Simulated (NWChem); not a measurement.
Species: BI2Cl; SMILES ClB(I)I

```xyz
4

B      0.0000     0.0000     0.6463
Cl     0.0000     0.0000     2.3846
I     -1.8407     0.0000    -0.4129
I      1.8407     0.0000    -0.4129
```
Atoms are numbered in this order, from 1.

Program: NWChem. The geometry was optimised at PBE0/def2-SVP. def2 effective core potentials on I; no spin-orbit coupling. B3LYP is NWChem's, with the RPA form of VWN correlation. Ions are spin-unrestricted doublets at the neutral geometry; other ion states weren't tried.

| level | vertical ionisation energy, ΔSCF (eV) | −ε(HOMO) (eV) | ΔSCF minus −ε(HOMO) (eV) |
|---|---|---|---|
| B3LYP/def2-SVP | 9.39 | 7.20 | 2.19 |
| PBE/def2-SVP | 9.11 | 6.32 | 2.79 |
| PBE0/def2-SVP | 9.52 | 7.52 | 2.00 |
| M06-2X/def2-SVP | 9.87 | 8.68 | 1.19 |
| r2SCAN/def2-SVP | 9.40 | 6.70 | 2.70 |
